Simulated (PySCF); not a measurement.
Molecule: SMILES O(C)[Si](C)(OC)C[SiH3] (C4H14O2Si2). Atoms near the plane z = 1.5 Å, at the GFN2-xTB optimised geometry (x, y, z in Å): Si3 (-0.6, 0.0, 0.0), C4 (1.3, 0.0, 0.0), O5 (-1.2, -0.7, 1.3), C6 (-1.2, -0.2, 2.6), O7 (-1.2, 1.5, 0.0), H10 (-1.7, -3.4, 0.0), H14 (1.7, -1.0, 0.2), H15 (1.7, 0.7, 0.8), H17 (-1.9, -0.8, 3.2), H18 (-0.2, -0.3, 3.1), H19 (-1.5, 0.9, 2.7).

Calculation: PBE0/def2-SVP (PySCF). Cells within 0.4 Å of a nucleus heavier than hydrogen are left out (blank, or x). The values are rescaled to run from 0 to 1.

```
|000000000000000000000000000|
|000000000000000000000000000|
|000000000000000000000000000|
|000000000000000000000000000|
|000000000000000000000000000|
|000000000000000000000000000|
|000000000000000000000000000|
|000000000222100000000000000|
|000000002333310011000000000|
|000000013444322223210000000|
|000000023444432344431000000|
|000000023455433455532000000|
|000000135666544455542000000|
|000000246888654455432000000|
|0000002579x9754444321000000|
|0000002579x9754333321000000|
|000000246898653233210000000|
|000000135666532122110000000|
|000000013444320000000000000|
|000000011222100000000000000|
|000000012221100000000000000|
|000000012221100000000000000|
|000000012221000000000000000|
|000000001111000000000000000|
|000000000000000000000000000|
|000000000000000000000000000|
|000000000000000000000000000|
```
Scale: ten equal steps from 0.000 (start of '0') to 1.00 (end of '9'), in the order '0123456789'; x runs from -5.50 to 5.50, y from -5.50 (bottom) to 5.50 (top).

Q: Which quantity is mapped?
A. log10 of the electron density
B. an orbital amplitude
C. electron localisation function
D. Laplacian of the electron density

A: A, log10 of the electron density. In full: log10 of the electron density (e/bohr³), floored at −4.
